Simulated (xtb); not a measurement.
ScCl₂, SMILES [Cl][Sc+][Cl], charge +1. All values are semi-empirical tight-binding results from xtb (GFN2-xTB unless named), good for trends rather than for accurate numbers. Coordinates come from a GFN2-xTB optimisation. The spin state was assumed, not searched. The isomer is the one that the SMILES or the coordinates give; other isomers of the formula were not compared.

For metal compounds this method's bond lengths and energies can be far off.

```json
{
 "point_group_as_xtb_finds_it": "C2v",
 "orbital_gap": "1.74 eV",
 "zero_point_energy": "1.0 kcal/mol",
 "G − E(el) at 298.15 K (modified RRHO)": "-16.9 kcal/mol"
}
```
